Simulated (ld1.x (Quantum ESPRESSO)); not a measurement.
**He: excitation energies, all-electron against PAW**

```json
{
 "Element": "He",
 "Generator": "ld1.x (Quantum ESPRESSO) 7.5",
 "Type": "PAW",
 "Functional": "LDA (PZ)",
 "Relativity": "scalar-relativistic",
 "Frozen core": "none",
 "Valence charge": "2",
 "Reference configuration": "1s1 (charge +1)",
 "Partial waves": "1s (bound): rcut 0.35, rcutus 0.50 bohr; 1s channel at 3.9 Ry: rcut 0.35, rcutus 0.50 bohr; 2p channel at 0.05 Ry: rcut 0.40, rcutus 0.50 bohr",
 "Local potential": "all-electron potential smoothed inside 0.45 bohr (lloc = -1)",
 "Core correction": "none",
 "Augmentation charge": "BG, radius 0.35 bohr"
}
```

Energies are relative to the spin-unpolarised reference configuration 1s1; without spin polarisation the order of configurations can differ from experiment. Spin-polarised rows fill each open shell by Hund’s rule, majority spin first.

| valence configuration | charge | ΔE all-electron (eV) | error AE − PS (meV) |
| --- | --- | --- | --- |
| 1s1.5 | +0.5 | -16.110 | +0.4 |
| 1s1 (spin-polarised) | +1 | -2.201 | 0.0 |
| 1s1.5 (spin-polarised) | +0.5 | -16.461 | +0.4 |

**Question.** What are ΔE and the potential's error for 1s2?

**Answer.** ΔE = -26.485 eV all-electron; the error (AE − PS) is +0.8 meV.

Levels in the configuration 1s1 (spin-polarised):

```csv
level,all-electron (eV),pseudo (eV)
1s up,-41.106,-41.107
```

The ghost test of this file was not conclusive.
